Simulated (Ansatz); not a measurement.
Total energies of CH₇ClO₅W (`C[O][W]([OH])([OH])([OH])([OH])[Cl]`).

```
atom   x (Å)   y (Å)   z (Å)
  C1  -0.674   2.266  -0.179
  O2  -0.666   0.918  -0.539
  W3   0.171  -0.673  -0.078
  O4  -1.279  -1.865   0.217
  O5   0.211  -1.204  -1.877
  O6   1.392  -2.023   0.509
  O7   1.744   0.365   0.098
 Cl8  -0.357  -0.060   2.210
  H9   0.354   2.641  -0.167
 H10  -1.270   2.831  -0.899
 H11  -1.102   2.365   0.823
 H12  -1.669  -1.905   1.095
 H13  -0.325  -0.795  -2.561
 H14   0.996  -2.870   0.734
 H15   2.473   0.009   0.615
```

Total charge 0; spin multiplicity 1. Correlated methods include outer-core shells of W, which these sets cover unevenly. W takes the def2 core potential. The geometry is a stationary point of PBE0-D4/def2-TZVP. It is one conformer, not always the lowest. Basis def2-TZVPP, Ansatz 0.2.0.

RPA on PBE orbitals: Hartree–Fock energy of these orbitals -942.37711 Eh, correlation -3.15909 Eh (frozen core).

| functional | kind | energy without D4 (Eh) | D4 term (kJ/mol) |
| --- | --- | --- | --- |
| PBE | GGA | -945.59445 | -43.4 |
| BLYP | GGA | -946.09031 | -92.7 |
| B3LYP | global hybrid, 20 % | -946.21088 | -69.8 |
| r2SCANh | meta-GGA hybrid, 10 % | -945.93290 | -11.8 |
| HSE06 (plane-wave form) | screened hybrid | -945.52796 | -34.9 |
| BHLYP | global hybrid, 50 % | -945.79521 | -56.9 |
| CAM-B3LYP | range-separated hybrid | -945.99252 | -38.1 |
| ωB97M-V | range-separated hybrid meta-GGA with VV10 | -945.91634 | – |
| B2PLYP | double hybrid | -945.65145 | – |
| PBE-QIDH | double hybrid | -945.31872 | – |

(1) Give the same for LDA (SPW92), revPBE, r2SCAN, B97M-V, PBE0, r2SCAN0, LC-ωPBE, ωB97X-V. (Best estimate.)

B3LYP takes the VWN-RPA correlation (the form of Gaussian; ORCA's B3LYP/G). HSE06 is the plane-wave form, built on full-range PBE exchange. The double hybrids freeze the cores in their second-order part.

Answers

(1) The calculation gave: 
| functional | kind | energy without D4 (Eh) | D4 term (kJ/mol) |
| --- | --- | --- | --- |
| LDA (SPW92) | LDA | -941.55480 | – |
| revPBE | GGA | -946.02794 | -118.3 |
| r2SCAN | meta-GGA | -945.99571 | -11.0 |
| B97M-V | meta-GGA with VV10 | -945.95075 | – |
| PBE0 | global hybrid, 25 % exact exchange | -945.55506 | -37.2 |
| r2SCAN0 | meta-GGA hybrid, 25 % | -945.84204 | -13.0 |
| LC-ωPBE | long-range corrected hybrid | -945.81371 | – |
| ωB97X-V | range-separated hybrid GGA with VV10 | -945.91983 | – |

LC-ωPBE has ω = 0.4 bohr⁻¹.
